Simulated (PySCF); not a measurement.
Zn(SeH)(SiH3) (H₄SeSiZn), SMILES [SeH][Zn][SiH3].

Coordinates come from a B3LYP-D3(BJ)/def2-SVP optimisation. The structure was generated by enumeration; whether it is a known compound was not checked. The values are those of a single conformer.

Level of theory: PBE/def2-TZVPD (PySCF).

Computed frontier levels, gap, dipole moment and polarisability:
| Property | Value |
|---|---|
| highest occupied level | -5.85 eV |
| lowest empty level | -2.02 eV |
| orbital gap | 3.84 eV |
| dipole moment | 1.01 D |
| quadrupole, principal values (traceless, Buckingham form, about the centre of nuclear charge) | -7.02, 0.20, 6.82 D·Å |
| mean static polarisability | 98.9 bohr³ (14.66 Å³) |
| polarisability, principal values | 74.9, 76.5, 145.4 bohr³ |
